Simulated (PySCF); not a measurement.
BH₃, SMILES B. Atoms are numbered in the order given.

```xyz
4

B      0.0000     0.0000     0.0000
H     -1.1894     0.0000     0.0000
H      0.5947    -1.0300     0.0000
H      0.5947     1.0300     0.0000
```
Charge 0, spin multiplicity 1.

Geometry optimised at B3LYP-D3(BJ)/def2-TZVPD. The isomer is the one that the SMILES or the coordinates give; other isomers of the formula were not compared.

Level of theory: PySCF with TDA-PBE/def2-TZVPD.

Vertical excitations; the highest root listed may be one member of a degenerate set.  State labels are in the subgroup C2v.

```csv
state,symmetry,energy (eV),λ (nm),f,main pairs
S1,A2,5.63,220,0.000,HOMO→LUMO (degenerate set)
S2,B2,5.63,220,0.000,HOMO−1→LUMO (degenerate set)
S3,B1,8.63,144,0.088,HOMO→LUMO+1 (degenerate set)
S4,A1,8.63,144,0.088,HOMO−1→LUMO+1 (degenerate set)
S5,B1,10.41,119,0.000,"HOMO→LUMO+3 48 %, HOMO−1→LUMO+2 47 %"
S6,A1,10.43,119,0.017,"HOMO−1→LUMO+3, HOMO→LUMO+2 (degenerate set)"
S7,B1,10.43,119,0.017,"HOMO−1→LUMO+2, HOMO→LUMO+3 (degenerate set)"
S8,B1,10.53,118,0.000,"HOMO→LUMO+5 48 %, HOMO−1→LUMO+4 48 %"
S9,A1,10.57,117,0.000,"HOMO−1→LUMO+5 36 %, HOMO→LUMO+4 36 %, HOMO→LUMO+2 14 %, HOMO−1→LUMO+3 14 %"
S10,B2,10.57,117,0.042,"HOMO−2→LUMO 72 %, HOMO→LUMO+7 13 %, HOMO−1→LUMO+8 13 %"
T1,A2,4.80,258,0,HOMO→LUMO (degenerate set)
T2,B2,4.80,258,0,HOMO−1→LUMO (degenerate set)
T3,B2,8.39,148,0,HOMO−2→LUMO 98 %
T4,B1,8.41,147,0,HOMO→LUMO+1 99 %
```
Triplets are in the Tamm–Dancoff approximation.
